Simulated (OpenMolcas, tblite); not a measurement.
## A ladder of methods for InHCl2O (SMILES [OH][In]([Cl])[Cl])

InHCl2O has 5 atoms, charge 0, and is taken as a singlet. SMILES: `[OH][In]([Cl])[Cl]`. Geometry: relaxed at PBE0-D4/def2-TZVP.

Quantity: the vertical ionisation energy (to the doublet cation), in eV. The values are calculated.

```
                                                    level                   kind     program  value (eV)  less CCSD(T)/def2-SVP  CPU time (all runs)
                                                IPEA1-xTB         semi-empirical      tblite       15.85                  +4.61                2.1 s
                             HF/def2-SVP (core potential)           Hartree–Fock  OpenMolcas       10.11                  -1.13                 28 s
                          SVWN5/def2-SVP (core potential)                    LDA  OpenMolcas       10.67                  -0.57              3.3 min
                            PBE/def2-SVP (core potential)                    GGA  OpenMolcas       10.48                  -0.76                3 min
                         revPBE/def2-SVP (core potential)                    GGA  OpenMolcas       10.67                  -0.57              2.6 min
                         r2SCAN/def2-SVP (core potential)               meta-GGA  OpenMolcas       10.87                  -0.37              2.8 min
                          BHLYP/def2-SVP (core potential)          global hybrid  OpenMolcas       11.30                  +0.06                 83 s
CCSD(T)/def2-SVP (core potential), open shells restricted  coupled cluster or CI  OpenMolcas       11.24                   0.00              2.7 min
```

CCSD(T)/def2-SVP (core potential), open shells restricted is the highest level here, not the true value. Spin-orbit coupling, which can split open shells on such heavy atoms by tenths of an eV, is left out. The values span 10.11 to 15.85 eV. The xTB values lack the empirical shift that such differences need. In the correlated wave-function rows the outer d shell of In is correlated, in sets not made for it. Times are those of the runs behind each value, whatever else they computed, on shared processors of several kinds: orders of magnitude only.
